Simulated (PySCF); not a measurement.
In, charge +1, singlet (core potentials on In). Base run: HF/def2-SV(P) (PySCF).

PySCF was given this input:
```python
from pyscf import gto, scf

mol = gto.Mole()
mol.atom = '''
    In    0.000000    0.000000    0.000000
'''
mol.basis = 'def2-sv(p)'
mol.ecp = {'In': 'def2-sv(p)'}
mol.charge = 1
mol.spin = 0
mol.verbose = 4
mol.build()

mf = scf.RHF(mol)
mf.kernel()
```

The base run was repeated with changes; each row names its change, and settings that it needs were set with it.

| change | basis functions | E (Eh) | HOMO (eV) | HOMO-LUMO gap (eV) |
|---|---|---|---|---|
| base | 26 | -189.01529 | -17.27 | 12.29 |
| basis = jorge-DZP-DKH; relativity = none (without mol.ecp = {'In': 'def2-sv(p)'}) | 48 | -5679.19247 | -17.25 | 12.55 |
| basis = ANO-RCC-VDZP; relativity = none (without mol.ecp = {'In': 'def2-sv(p)'}) | 43 | -5587.67116 | -15.63 | 9.99 |
| basis = jorge-DZP-DKH; relativity = spin-free X2C (without mol.ecp = {'In': 'def2-sv(p)'}) | 48 | -5872.97923 | -18.39 | 13.82 |
| basis = x2c-TZVPall; relativity = spin-free X2C; nucleus = Gaussian (with mol.nucmod = 'G'; without mol.ecp = {'In': 'def2-sv(p)'}) | 60 | -5878.04944 | -17.31 | 12.34 |
| basis = x2c-TZVPall; relativity = spin-free X2C (without mol.ecp = {'In': 'def2-sv(p)'}) | 60 | -5878.17352 | -17.31 | 12.34 |
| basis = ANO-RCC-VDZP; relativity = spin-free X2C; nucleus = Gaussian (with mol.nucmod = 'G'; without mol.ecp = {'In': 'def2-sv(p)'}) | 43 | -5877.86402 | -17.34 | 12.31 |
| basis = jorge-DZP-DKH; relativity = spin-free X2C; nucleus = Gaussian (with mol.nucmod = 'G'; without mol.ecp = {'In': 'def2-sv(p)'}) | 48 | -5872.85430 | -18.39 | 13.82 |
| basis = x2c-TZVPall; relativity = none (without mol.ecp = {'In': 'def2-sv(p)'}) | 60 | -5633.39420 | -16.24 | 11.13 |
| basis = ANO-RCC-VDZP; relativity = spin-free X2C (without mol.ecp = {'In': 'def2-sv(p)'}) | 43 | -5878.01025 | -17.34 | 12.31 |

Total energies compare only within one method and basis.

Basis sets contracted for a relativistic Hamiltonian are a mismatch without it, so the rows without relativity aren't non-relativistic limits. No row has spin-orbit coupling; sets with core potentials leave out the core electrons.
